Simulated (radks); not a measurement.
Excited configurations of the gold ion Au3+: one electron is placed in a higher orbital outside [Xe] 4f14 5d7. The ground configuration is [Xe] 4f14 5d8. Method: scalar-relativistic Kohn-Sham, PBE, spin-polarised, spherical densities, finite nucleus; open shells are filled with parallel spins first (spin-orbit coupling, left out, can overturn this in heavy ions); Fermi nuclear charge, rms radius 5.4371 fm; computed with a radial shooting solver on a logarithmic mesh with Libxc functionals. Excitation = E - E(ground); binding = E(ion) - E, where the ion is the core of charge +4; n* = 4/sqrt(2 binding) in atomic units, and the quantum defect is n - n*.

\begin{tabular}{lrrrrrr}
outer orbital & excitation (eV) & binding (eV) & n* & quantum defect & eigenvalue (eV) & <r> (bohr) \\ \hline
6p & 16.552 & 30.105 & 2.689 & 3.311 & -26.254 & 2.684 \\
6d & 27.696 & 18.961 & 3.388 & 2.612 & -16.419 & 3.782 \\
7p & 30.778 & 15.879 & 3.703 & 3.297 & -14.192 & 5.143 \\
7d & 35.158 & 11.498 & 4.351 & 2.649 & -10.182 & 6.686 \\
7f & 39.465 & 7.191 & 5.502 & 1.498 & -6.376 & 10.18 \\
\end{tabular}

The Delta-SCF ionisation energy is 46.657 eV (NIST Atomic Spectra Database: 45 eV, theoretical). Self-interaction in the functional shifts the binding energies and quantum defects, so they are the method's values and not measured ones. Open shells are spherical and high-spin; term and fine-structure splittings are not resolved. Spin-orbit splitting is averaged out at the scalar-relativistic level.
